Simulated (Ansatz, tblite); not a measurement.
Dissociation curve of Be2, singlet.

Levels: RCCSDT = CCSDT on RHF/cc-pVDZ, frozen core in Ansatz (a quantum-chemistry and plane-wave program); GFN2-xTB, 300 K electronic temperature (tblite); RKS-PBE = restricted PBE/cc-pVDZ (Ansatz).

Total energies in hartree (comparable only within one method and basis):

```
R / Å     RCCSDT  GFN2-xTB    RKS-PBE
-----  ---------  --------  ---------
1.89   -29.20823  -1.15098  -29.24541
2.04   -29.22244  -1.15321  -29.25993
2.13   -29.22739  -1.15275  -29.26495
2.25   -29.23129  -1.15090  -29.26876
2.38   -29.23328  -1.14811  -29.27038
2.43   -29.23366  -1.14702  -29.27053
2.52   -29.23399  -1.14536  -29.27034
2.61   -29.23406  -1.14401  -29.26973
2.65   -29.23403  -1.14338  -29.26937
2.76   -29.23389  -1.14179  -29.26817
2.91   -29.23366  -1.14025  -29.26633
3.12   -29.23349  -1.13919  -29.26379
3.42   -29.23354  -1.13881  -29.26080
3.75   -29.23376  -1.13895  -29.25857
4.17   -29.23394  -1.13914  -29.25696
4.51   -29.23398  -1.13906  -29.25626
5.03   -29.23393  -1.13879  -29.25571
5.50   -29.23385  -1.13857  -29.25548
6.23   -29.23377  -1.13838  -29.25532
6.84   -29.23373  -1.13830  -29.25527
7.52   -29.23371  -1.13826  -29.25524
```
